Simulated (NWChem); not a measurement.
# Si2H3F, singlet; SMILES [SiH3][Si]F

```xyz
6

Si     0.7174    -0.8632     0.0000
F     -0.7994    -1.5412     0.0000
Si    -0.1281     1.4397     0.0000
H     -1.0006     1.6506     1.2162
H     -1.0006     1.6506    -1.2162
H      0.9465     2.4985     0.0000
```
Atoms are numbered in this order, from 1.

All runs: NWChem. Low-valent species are run as closed-shell singlets; no triplet was tried in these runs. Coordinates come from a PBE-D3(BJ)/def2-SVP optimisation.

For level MPW1K/def2-SVP:

```
Item                         Value
---------------------------  -----
highest occupied level (eV)  -7.28
orbital gap (eV)              4.81
dipole (D)                    1.15
```

Task: What are these values for level LDA (Slater exchange, PW92)/def2-SVP?

Result: 
| Item | Value |
|---|---|
| highest occupied level (eV) | -5.51 |
| orbital gap (eV) | 1.56 |
| dipole (D) | 0.83 |
